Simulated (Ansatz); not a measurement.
`C#[C][GeH2][CH3]` → `[GeH3][C]1=CC1`  (isomerisation)

Calculated with Ansatz (gas phase, PBE0-D4/def2-TZVP geometries, no zero-point term in ΔE). CBS: MP2 limit from def2 TZ/QZ plus the TZ coupled-cluster correction, frozen cores. For Ge outer-core shells are correlated without core-valence functions, which leaves a few kJ/mol of doubt a bond. Scalar relativity is left out up to krypton.

```tsv
species	MP2/def2-TZVPP energy (Eh)
`C#[C][GeH2][CH3]`	-2193.19355
`[GeH3][C]1=CC1`	-2193.14714
```

Q: Work out ΔE.

A: ΔE = (-2193.14714) − (-2193.19355) = 0.04641 Eh = +1.26 eV. CCSD(T)/CBS gives +1.23 eV.

Largest T1 diagnostic among the species: 0.012.

In def2-TZVPP, CCSD(T) changes the Hartree–Fock value by −0.08 eV (the triples alone add −0.01 eV) and MP2 by −0.07 eV.
